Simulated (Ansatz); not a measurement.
The same path of CH$_{2}$OSSi (6 atoms, charge 0, multiplicity 1) was run twice with different band settings. The coordinate that changes most is the dihedral C1–Si2–S3–O4.

Level of theory: Ansatz, RKS PBE0-D4/def2-SVP.

Relaxed end points:

```xyz
6
Properties=species:S:1:pos:R:3
C 0.464 0.071 -1.629
Si 0.275 -1.193 -0.580
S -0.485 -1.041 1.416
O -0.224 0.543 1.878
H 0.870 0.536 -2.527
H -0.900 1.084 1.442
```

```xyz
6
Properties=species:S:1:pos:R:3
C 0.605 -0.275 -2.041
Si 0.593 0.287 -0.482
S -0.689 -0.703 0.912
O -0.376 0.166 2.317
H 0.922 -0.329 -3.081
H -1.054 0.853 2.375
```

Common settings: spring 5.0 eV/Å²; optimiser quadratic models (default); start path through a guess of the saddle point; force threshold 0.05 eV/Å; iteration limit 60; end points relaxed.

| run | movable images | climbing image |
| --- | --- | --- |
| 1 | 5 | yes |
| 2 | 1 | no |

**Question.** What does each run give, and how far can it be trusted?

**Answer.** Run 1: converged after 17 iterations, highest image 0.043 eV above the first end. A vibrational analysis at the climbing image gives one clearly imaginary mode, 75i cm⁻¹: a first-order saddle point.
Run 2: converged after 12 iterations, highest image 0.087 eV above the first end. The dihedral C1–Si2–S3–O4 jumps by 102° between images 0 and 1, so the path isn't resolved there. No image climbed, so the highest image needn't sit at the top of the path. Another band between the same ends, with other settings, climbed to 0.043 eV only, so this may not be the lowest route. So few images can step over the top or miss a turn of the path.
